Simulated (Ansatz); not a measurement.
Cl2F3HOW, SMILES `[OH][W]([F])([F])([F])([Cl])[Cl]`. Total charge 0; spin multiplicity 1. W: def2 effective core potential. The structure was optimised at the PBE0-D4/def2-TZVP level. It is one conformer, not always the lowest.

```xyz
8

O    -0.346   -1.480   -0.225
W    -0.015    0.288    0.120
F    -1.240    0.849   -1.144
F     1.193   -0.114    1.460
F     0.489    2.054    0.303
Cl    1.653    0.180   -1.478
Cl   -1.641    0.470    1.707
H    -0.094   -2.247   -0.743
```

(1) What is the dipole moment at r2SCAN/def2-TZVPP? (Estimate.)

(2) And with PBE, B3LYP, ωB97M-V? (An estimate is asked.)

(3) Give the Mulliken charges with r2SCAN, B3LYP, ωB97M-V in def2-TZVPP. (Estimate.)

## Answers

(1) Ansatz gave: 3.15 D, with components (-0.46, -3.03, -0.69) D in this frame, pointing from negative to positive charge.

(2) Ansatz gave: PBE 3.06 D, B3LYP 3.19 D, ωB97M-V 3.20 D.

(3) Computed: 
```json
{"atom": "O1", "r2SCAN": "-0.31", "B3LYP": "-0.29", "ωB97M-V": "-0.28"}
{"atom": "W2", "r2SCAN": "1.21", "B3LYP": "1.21", "ωB97M-V": "1.13"}
{"atom": "F3", "r2SCAN": "-0.24", "B3LYP": "-0.25", "ωB97M-V": "-0.23"}
{"atom": "F4", "r2SCAN": "-0.24", "B3LYP": "-0.25", "ωB97M-V": "-0.23"}
{"atom": "F5", "r2SCAN": "-0.23", "B3LYP": "-0.24", "ωB97M-V": "-0.22"}
{"atom": "Cl6", "r2SCAN": "-0.24", "B3LYP": "-0.23", "ωB97M-V": "-0.21"}
{"atom": "Cl7", "r2SCAN": "-0.19", "B3LYP": "-0.18", "ωB97M-V": "-0.16"}
{"atom": "H8", "r2SCAN": "0.24", "B3LYP": "0.23", "ωB97M-V": "0.22"}
```

B3LYP here is the variant with VWN-RPA as its local correlation; programs differ in this.
